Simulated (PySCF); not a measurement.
# How methods differ on the ionisation energy of Mn¹¹⁺

Mn¹¹⁺ [Ne] 3s2 3p2 [3p1/2^2, M_J = 0] → Mn¹²⁺ [Ne] 3s2 3p1 [3p1/2^1, M_J = 1/2], as a difference of total energies. All numbers are calculated (PySCF 2.14, the two-component X2C-1e Hamiltonian, in an uncontracted even-tempered set (19 s from 0.76 bohr⁻², ratio 2.4; 13 p from 0.98 bohr⁻², ratio 2.4; 5 d from 4.6 bohr⁻², ratio 2.6; 4 f from 6.9 bohr⁻², ratio 2.6)). Correlated levels: 1s2 frozen; the 50 highest virtual spinors dropped. "Screened" scales the spin-orbit matrix elements by Boettger's factors to mimic the two-electron term; Breit and QED terms are absent.

| method | ionisation energy (eV) |
| --- | --- |
| GHF (spin-free) | 311.81 |
| GMP2 (spin-free) | 312.52 |
| GHF (screened spin-orbit) | 311.42 |
| GMP2 (screened spin-orbit) | 312.15 |

Problem. How much does correlation contribute at GMP2 (screened spin-orbit)?

Solution. 312.15 − (311.42) = 0.73 eV, measured against GHF (screened spin-orbit).

The labels give the starting determinants; with spin-orbit coupling the two ends relaxed to ⟨J²⟩ = 1.37, ⟨L²⟩ = 1.96, ⟨S²⟩ = 1.94 and ⟨J²⟩ = 0.76, ⟨L²⟩ = 2.01, ⟨S²⟩ = 0.75.

The determinant of Mn¹¹⁺ mixes levels of different J (the jj label is only the starting occupation), so the difference between spin-free and spin-orbit rows is not the physical spin-orbit shift.

For comparison: 314.4 ± 0.6 eV (semi-empirical (NIST evaluation); NIST Atomic Spectra Database, ionization energies).
